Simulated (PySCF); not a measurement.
System: sum formula BPH3 (charge 0, doublet). It need not be the lowest isomer of its formula. SMILES: B[PH]
Coordinates optimised at B3LYP-D3(BJ)/def2-TZVP (Ansatz):
```
B
H 1 1.1911
H 1 1.1923 2 119.35
P 1 1.8822 2 120.50 3 -174.07
H 4 1.4238 1 96.61 2 -142.94
```
Charge 0, spin multiplicity 2.

Dispersion corrections to the total energy (kcal/mol) from the dftd3 and dftd4 libraries through PySCF: D3(BJ) without and D4 with the three-body term, each with the damping fitted for the functional named.

| functional | D3(BJ) | D4 |
|---|---|---|
| CAM-B3LYP | (withheld) | -1.17 |
| BP86 | (withheld) | -1.85 |
| PBE0 | -1.39 | -1.16 |
| BHLYP | -2.40 | -1.76 |
| r2SCAN | (withheld) | -0.31 |
| PW6B95 | -0.84 | -1.32 |
| HSE06 | -1.05 | -1.08 |

Task: Fill in the missing entries.

Result: 
- CAM-B3LYP, D3(BJ): -1.27
- BP86, D3(BJ): -2.67
- r2SCAN, D3(BJ): -0.41
